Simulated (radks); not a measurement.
Results of a calculation; reference values are marked as such.
Problem. Ionisation ladder of beryllium, from Be to Be3+. Each ion is in the ground configuration listed by NIST, and IE = E(next ion) - E(this ion), with E = 0 for the bare nucleus. Level of theory: Dirac Kohn-Sham, BLYP, spin-unpolarised, spherical densities, finite nucleus; Fermi nuclear charge, rms radius 2.519 fm (a radial shooting solver on a logarithmic mesh with Libxc functionals).

| species | configuration | IE, Delta-SCF (eV) | <r> HOMO (bohr) |
|---|---|---|---|
| Be | [He] 2s2 | 9.439 | 2.60 |
| Be+ | [He] 2s1 | ? | 2.28 |
| Be2+ | [He] | 159.24 | 0.417 |
| Be3+ | 1s1 | ? | 0.383 |

Estimate the withheld Delta-SCF values.

Solution. Be+: 18.090 eV (NIST 18.211); Be3+: 212.27 eV (NIST 217.72).

Beside tabulated values, note that spin-unpolarised runs miss the spin-polarisation part of the exchange energy of open shells.
